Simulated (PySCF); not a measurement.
Cadmium: a sound run and one with changed settings

Sound run: Cd [Kr] 4d10 5s2, Cd⁺ [Kr] 4d10 5s1. All numbers are calculated (PySCF 2.14, scalar relativity through the core potential, in cc-pVDZ-PP with ECP28MDF). The sound run starts from symmetry-adapted Hartree-Fock orbitals and uses a fine grid where one is needed.

Changed run: 26 angular points. This setting is unsound on purpose.

```tsv
species	method	sound run (hartree)	changed run (hartree)	converged
Cd	UHF	-166.83775	-166.83775	yes
Cd	r2SCAN	-167.78613	-167.78613	yes
Cd	M06-L	-167.85577	-167.85577	yes
Cd⁺	UHF	-166.56450	-166.56450	yes
Cd⁺	r2SCAN	-167.45336	-167.45336	yes
Cd⁺	M06-L	-167.52454	-167.52454	yes
```

Ionisation energy of Cd:

| method | sound run (eV) | changed run (eV) |
| --- | --- | --- |
| UHF | 7.435 | 7.435 |
| r2SCAN | 9.055 | 9.055 |
| M06-L | 9.013 | 9.013 |

Here the setting changes nothing at the digits shown.

For comparison, NIST gives 8.994 eV between the lowest levels.
